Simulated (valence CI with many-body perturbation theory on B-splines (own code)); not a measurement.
## E1 line list for Co XXII

Calculated by valence CI with perturbative core correlation (CI+MBPT): four valence electrons over a frozen Dirac-Fock core [He], a basis of 11 s, 11 p, 9 d, 7 f, 5 g, 2 h, 1 i functions for each j, with the one-electron correlation potential Σ1, the two-electron term Σ2, the three-electron term Σ3, Breit, model QED; selected CI, second order for the rest (own B-spline code, finite nucleus).

No measured spectrum was set against this ion. As an estimate, levels of excited configurations hold to 0.05 to 0.15 % of their energy, terms of the ground configuration to about 0.5 %. Among the levels kept, up to 250 cm⁻¹ of a level comes from second order outside the variational space, and about a tenth of that is noise between levels of different J, which matters for small intervals.

Lines 101 to 150 of 271 in falling wavelength, among levels below 86.757 Ry, chosen from the strongest by gf and those to the six lowest levels. Wavelengths and rates use the calculated energies, so an error of 600 cm⁻¹ moves a line at 9.308 nm by 0.056 % and its rate by three times that or more. Electric multipoles are in the length gauge, E1 and E2 with the static RPA response of the core. Weak lines are less certain than strong ones. Lines between different terms over intervals too small for the method are left out, as are lines whose strength nearly cancels. The highest levels of a list are the least certain.

Names give the largest LS component (configuration and term), which can be under half, so a name can repeat, a term be missing and a line seem to break the LS rules; names also repeat where a configuration has a term twice. Letters in brackets count levels of one name in rising energy.

| λ vac (nm) | Upper | Lower | A (s⁻¹) | S (a.u.) |
| --- | --- | --- | --- | --- |
| 9.308 | 2s2p³ ¹D°_2 | 2s²2p² ³P_2 | 9.60e+09 | 1.91e-02 |
| 9.297 | 2s2p³ ¹P°_1 | 2s²2p² ¹D_2 | 7.17e+10 | 8.53e-02 |
| 9.254 | 2s2p³ ³S°_1 | 2s²2p² ³P_1 | 2.62e+10 | 3.07e-02 |
| 8.910 | 2s2p³ ¹D°_2 | 2s²2p² ³P_1 | 4.96e+08 | 8.66e-04 |
| 8.540 | 2s2p³ ³S°_1 | 2s²2p² ³P_0 | 9.91e+09 | 9.14e-03 |
| 8.206 | 2p⁴ ³P_2 | 2s2p³ ⁵S°_2 | 2.00e+09 | 2.73e-03 |
| 7.892 | 2s2p³ ¹P°_1 | 2s²2p² ³P_1 | 5.84e+09 | 4.25e-03 |
| 1.248 | 2s2p²3s ³P_2 [a] | 2s2p³ ³P°_2 | 8.86e+11 | 4.25e-03 |
| 1.241 | 2s2p²3s ¹D_2 | 2s2p³ ¹D°_2 | 1.39e+12 | 6.58e-03 |
| 1.235 | 2s²2p3s ³P°_1 | 2s²2p² ¹D_2 | 9.48e+10 | 2.64e-04 |
| 1.232 | 2s²2p3s ¹P°_1 | 2s²2p² ¹S_0 | 9.52e+11 | 2.63e-03 |
| 1.231 | 2s2p²3s ¹P_1 | 2s2p³ ¹P°_1 | 2.46e+12 | 6.81e-03 |
| 1.229 | 2s2p²3s ³P_1 [a] | 2s2p³ ³D°_2 | 2.23e+12 | 6.14e-03 |
| 1.225 | 2s2p²3s ³P_2 [a] | 2s2p³ ³D°_3 | 1.82e+12 | 8.26e-03 |
| 1.224 | 2s2p²3s ³D_2 | 2s2p³ ³P°_2 | 1.18e+12 | 5.33e-03 |
| 1.215 | 2s²2p3s ³P°_2 | 2s²2p² ¹D_2 | 5.39e+11 | 2.39e-03 |
| 1.213 | 2s2p²3d ³P_1 | 2s2p³ ³S°_1 | 1.73e+12 | 4.57e-03 |
| 1.213 | 2s²2p3s ³P°_1 | 2s²2p² ³P_2 | 1.55e+12 | 4.09e-03 |
| 1.212 | 2s²2p3s ¹P°_1 | 2s²2p² ¹D_2 | 2.70e+12 | 7.12e-03 |
| 1.210 | 2s2p²3s ¹P_1 | 2s2p³ ¹D°_2 | 3.13e+12 | 8.22e-03 |
| 1.207 | 2s²2p3s ³P°_0 | 2s²2p² ³P_1 | 2.50e+12 | 2.17e-03 |
| 1.207 | 2s2p²3s ⁵P_1 | 2s2p³ ⁵S°_2 | 1.81e+12 | 4.73e-03 |
| 1.206 | 2s2p²3s ³P_2 [b] | 2s2p³ ³S°_1 | 9.10e+11 | 3.94e-03 |
| 1.206 | 2s²2p3s ³P°_1 | 2s²2p² ³P_1 | 4.58e+11 | 1.19e-03 |
| 1.199 | 2s2p²3s ³D_3 | 2s2p³ ³D°_3 | 2.36e+12 | 1.40e-02 |
| 1.198 | 2s2p²3s ⁵P_2 | 2s2p³ ⁵S°_2 | 1.86e+12 | 7.90e-03 |
| 1.197 | 2s2p²3s ³D_2 | 2s2p³ ³D°_2 | 8.62e+11 | 3.65e-03 |
| 1.196 | 2s2p²3s ³D_2 | 2s2p³ ³D°_1 | 9.87e+11 | 4.17e-03 |
| 1.194 | 2s²2p3s ³P°_2 | 2s²2p² ³P_2 | 1.44e+12 | 6.05e-03 |
| 1.194 | 2s2p²3s ³D_3 | 2s2p³ ³D°_2 | 1.09e+12 | 6.39e-03 |
| 1.193 | 2s²2p3s ³P°_1 | 2s²2p² ³P_0 | 8.50e+11 | 2.14e-03 |
| 1.192 | 2s2p²3d ³F_2 [b] | 2s2p³ ³P°_1 | 2.06e+12 | 8.59e-03 |
| 1.192 | 2s2p²3d ³P_1 | 2s2p³ ³P°_2 | 1.45e+12 | 3.64e-03 |
| 1.191 | 2s²2p3s ¹P°_1 | 2s²2p² ³P_2 | 1.56e+11 | 3.91e-04 |
| 1.190 | 2s2p²3s ⁵P_3 | 2s2p³ ⁵S°_2 | 2.04e+12 | 1.19e-02 |
| 1.188 | 2s²2p3s ³P°_2 | 2s²2p² ³P_1 | 7.18e+11 | 2.97e-03 |
| 1.187 | 2s2p²3d ³P_1 | 2s2p³ ³P°_0 | 5.78e+12 | 1.43e-02 |
| 1.185 | 2s2p²3s ³P_2 [b] | 2s2p³ ³P°_2 | 1.08e+12 | 4.43e-03 |
| 1.184 | 2s²2p3s ¹P°_1 | 2s²2p² ³P_1 | 1.51e+11 | 3.71e-04 |
| 1.184 | 2s2p²3s ³S_1 | 2s2p³ ³P°_1 | 1.48e+12 | 3.63e-03 |
| 1.183 | 2s2p²3d ³P_0 | 2s2p³ ³P°_1 | 8.50e+12 | 6.95e-03 |
| 1.182 | 2s²2p3d ³D°_1 | 2s²2p² ¹S_0 | 1.76e+11 | 4.29e-04 |
| 1.179 | 2s2p²3d ³D_1 | 2s2p³ ³P°_2 | 2.38e+12 | 5.79e-03 |
| 1.179 | 2s2p²3d ³D_2 | 2s2p³ ³P°_2 | 5.33e+12 | 2.16e-02 |
| 1.178 | 2s2p²3d ³D_3 | 2s2p³ ³P°_2 | 4.24e+12 | 2.39e-02 |
| 1.176 | 2s2p²3d ³D_1 | 2s2p³ ³P°_1 | 7.76e+12 | 1.87e-02 |
| 1.176 | 2s2p²3d ³D_2 | 2s2p³ ³P°_1 | 3.36e+12 | 1.35e-02 |
| 1.175 | 2s2p²3d ³D_1 | 2s2p³ ³P°_0 | 3.73e+12 | 8.95e-03 |
| 1.174 | 2s2p²3d ³F_2 [a] | 2s2p³ ³D°_1 | 7.91e+12 | 3.16e-02 |
| 1.172 | 2s²2p3d ³F°_2 | 2s²2p² ¹D_2 | 7.72e+11 | 3.07e-03 |
